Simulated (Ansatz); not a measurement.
`c1coc(-c2ccc(-c3ccc(-c4ccc(-c5ccc(-c6ccc(-c7ccc(-c8ccc(-c9ccco9)o8)o7)o6)o5)o4)o3)o2)c1` with charge -1. Total charge -1; doublet. Geometry PBE-D4/def2-SVP, that of the neutral singlet; atoms count from 1.

Cartesian coordinates in Å:
```
C -10.344 -5.001 7.238
C -9.662 -3.812 7.102
O -8.672 -3.933 6.173
C -8.712 -5.216 5.700
C -7.753 -5.593 4.696
C -7.525 -6.788 4.021
C -6.434 -6.552 3.142
C -6.057 -5.226 3.332
C -5.031 -4.419 2.738
C -4.064 -4.690 1.773
C -3.327 -3.489 1.591
C -3.886 -2.553 2.454
C -3.591 -1.182 2.731
C -4.154 -0.252 3.600
C -3.423 0.952 3.423
C -2.455 0.690 2.456
C -1.436 1.509 1.870
C -1.075 2.839 2.070
C 0.017 3.097 1.201
C 0.262 1.910 0.517
C 1.220 1.546 -0.480
C 1.472 0.366 -1.172
C 2.566 0.636 -2.040
C 2.920 1.964 -1.826
C 3.927 2.812 -2.385
C 4.270 4.142 -2.163
C 5.363 4.424 -3.026
C 5.625 3.250 -3.723
C 6.595 2.914 -4.721
C 6.872 1.750 -5.429
C 7.967 2.056 -6.284
C 8.294 3.386 -6.048
C 9.299 4.257 -6.599
C 10.291 4.065 -7.551
C 10.975 5.314 -7.670
C 10.358 6.176 -6.791
O 9.342 5.546 -6.139
O 7.458 3.907 -5.098
O 4.752 2.268 -3.335
O 2.101 2.518 -0.877
O -0.621 0.946 0.923
O -2.559 -0.610 2.037
O -4.920 -3.119 3.151
O -6.860 -4.646 4.276
C -9.731 -5.919 6.329
H -11.186 -5.197 7.911
H -9.754 -2.829 7.573
H -8.085 -7.720 4.150
H -5.973 -7.263 2.449
H -3.912 -5.647 1.263
H -2.485 -3.311 0.914
H -4.995 -0.438 4.276
H -3.578 1.906 3.938
H -1.550 3.537 2.767
H 0.571 4.033 1.076
H 0.921 -0.572 -1.055
H 3.050 -0.048 -2.744
H 3.778 4.818 -1.457
H 5.909 5.366 -3.138
H 6.340 0.799 -5.332
H 8.463 1.385 -6.993
H 10.498 3.136 -8.093
H 11.821 5.547 -8.327
H 10.515 7.226 -6.524
H -10.001 -6.966 6.155
```

Single mean-field runs in def2-SVP are fitted with def2-universal-jkfit.

Question: Estimate the Mulliken populations of the heavy atoms from the PBE0/def2-SVP orbitals of Ansatz.

Answer: 
| atom | charge (e) | spin (α − β) |
| --- | --- | --- |
| C1 | -0.07 | -0.02 |
| C2 | 0.12 | 0.04 |
| O3 | -0.24 | 0.01 |
| C4 | 0.12 | -0.02 |
| C5 | 0.16 | 0.07 |
| C6 | -0.08 | -0.04 |
| C7 | -0.09 | 0.05 |
| C8 | 0.15 | 0.00 |
| C9 | 0.14 | 0.07 |
| C10 | -0.08 | -0.03 |
| C11 | -0.08 | 0.03 |
| C12 | 0.15 | 0.02 |
| C13 | 0.14 | 0.06 |
| C14 | -0.07 | -0.01 |
| C15 | -0.09 | 0.02 |
| C16 | 0.15 | 0.04 |
| C17 | 0.15 | 0.05 |
| C18 | -0.08 | 0.00 |
| C19 | -0.08 | 0.00 |
| C20 | 0.14 | 0.05 |
| C21 | 0.15 | 0.04 |
| C22 | -0.08 | 0.02 |
| C23 | -0.08 | -0.01 |
| C24 | 0.14 | 0.06 |
| C25 | 0.15 | 0.02 |
| C26 | -0.08 | 0.03 |
| C27 | -0.07 | -0.03 |
| C28 | 0.14 | 0.07 |
| C29 | 0.15 | 0.00 |
| C30 | -0.08 | 0.05 |
| C31 | -0.07 | -0.04 |
| C32 | 0.17 | 0.07 |
| C33 | 0.11 | -0.02 |
| C34 | -0.09 | 0.05 |
| C35 | -0.07 | -0.02 |
| C36 | 0.11 | 0.04 |
| O37 | -0.25 | 0.01 |
| O38 | -0.27 | 0.02 |
| O39 | -0.29 | 0.03 |
| O40 | -0.29 | 0.04 |
| O41 | -0.27 | 0.04 |
| O42 | -0.27 | 0.04 |
| O43 | -0.27 | 0.03 |
| O44 | -0.25 | 0.02 |
| C45 | -0.09 | 0.05 |
Mulliken values and Mayer orders depend strongly on the basis.

Question: Where does the spin sit?

Answer: Summed by element: C 0.77, O 0.24, H -0.01, of 1 unpaired in all. Largest on single atoms: C9 0.07, C5 0.07, C28 0.07.

Question: And the Mayer bond orders between bonded heavy atoms (over 0.3, the first 40 of 53)?

Answer: C1–C2 1.54 (1.38 Å); C1–C45 1.23 (1.43 Å); C2–O3 1.10 (1.36 Å); O3–C4 1.14 (1.37 Å); C4–C5 1.08 (1.44 Å); C4–C45 1.51 (1.39 Å); C5–C6 1.48 (1.39 Å); C5–O44 1.10 (1.37 Å); C6–C7 1.26 (1.42 Å); C7–C8 1.45 (1.39 Å); C8–C9 1.11 (1.43 Å); C8–O44 1.11 (1.37 Å); C9–C10 1.45 (1.39 Å); C9–O43 1.09 (1.37 Å); C10–C11 1.26 (1.42 Å); C11–C12 1.39 (1.39 Å); C12–C13 1.15 (1.43 Å); C12–O43 1.11 (1.37 Å); C13–C14 1.40 (1.39 Å); C13–O42 1.11 (1.37 Å); C14–C15 1.27 (1.42 Å); C15–C16 1.43 (1.39 Å); C16–C17 1.13 (1.43 Å); C16–O42 1.09 (1.37 Å); C17–C18 1.43 (1.39 Å); C17–O41 1.09 (1.37 Å); C18–C19 1.27 (1.42 Å); C19–C20 1.39 (1.39 Å); C20–C21 1.16 (1.43 Å); C20–O41 1.11 (1.37 Å); C21–C22 1.39 (1.39 Å); C21–O40 1.10 (1.37 Å); C22–C23 1.25 (1.42 Å); C23–C24 1.40 (1.39 Å); C24–C25 1.15 (1.43 Å); C24–O40 1.09 (1.37 Å); C25–C26 1.40 (1.39 Å); C25–O39 1.10 (1.37 Å); C26–C27 1.24 (1.42 Å); C27–C28 1.41 (1.39 Å).
